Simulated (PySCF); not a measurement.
`B(CB(F)Br)Br`. Method: PBE0-D3(BJ)/def2-SVP geometry optimisation, gas phase (PySCF 2.14.0).

```
atom  x, y, z in Å
F1    -1.9937   -0.3615    0.8987
B2    -1.2023    0.3693    0.1399
Br3   -1.5216    2.2574    0.1120
C4    -0.0294   -0.2946   -0.6494
B5     1.1477   -0.4483    0.3603
Br6    2.6255    0.7514    0.3385
H7    -0.3753   -1.3059   -0.9268
H8     0.2443    0.3010   -1.5294
H9     1.1587   -1.2919    1.2201
```

Problem. Work out the bond lengths F1–B2, B2–Br3, B2–C4, C4–B5, C4–H7, C4–H8, B5–Br6, B5–H9 in Å.

Solution. For F1–B2 the difference vector is (0.7914, 0.7308, -0.7588) Å, of length 1.3176 Å. F1–B2 1.318; B2–Br3 1.915; B2–C4 1.562; C4–B5 1.558; C4–H7 1.104; C4–H8 1.097; B5–Br6 1.904; B5–H9 1.205 Å.

Problem. How far apart are these pairs, which share no bond: F1···B5, F1···H9, B2···B5, B2···H8, B2···H9, C4···Br6?

Solution. F1···B5 3.188 Å (3 bonds apart); F1···H9 3.303 Å (4 bonds apart); B2···B5 2.498 Å (2 bonds apart); B2···H8 2.210 Å (2 bonds apart); B2···H9 3.082 Å (3 bonds apart); C4···Br6 3.020 Å (2 bonds apart).

Problem. How far are the heavy atoms from their best plane (unweighted least squares)?

Solution. 0.452 Å rms; F1 0.56, B2 0.11, Br3 0.04, C4 0.88, B5 0.17, Br6 0.29 Å (magnitudes).

Problem. What is the repulsion energy of the bare nuclei, Σ ZA·ZB/RAB?

Solution. 575.69 Eh over 36 pairs, with full nuclear charges and distances in bohr; the largest single term is 146.73 Eh (Br3 with Br6).

Problem. Write the matrix of distances between heavy atoms (Å, lower triangle).

Solution. 
```
F1    0.000
B2    1.318  0.000
Br3   2.775  1.915  0.000
C4    2.502  1.562  3.053  0.000
B5    3.188  2.498  3.809  1.558  0.000
Br6   4.784  3.852  4.418  3.020  1.904  0.000
```

No PBE0-D3(BJ)/def2-SVP frequencies stand behind this structure, so it isn't proved a minimum. One conformer, not necessarily the lowest.
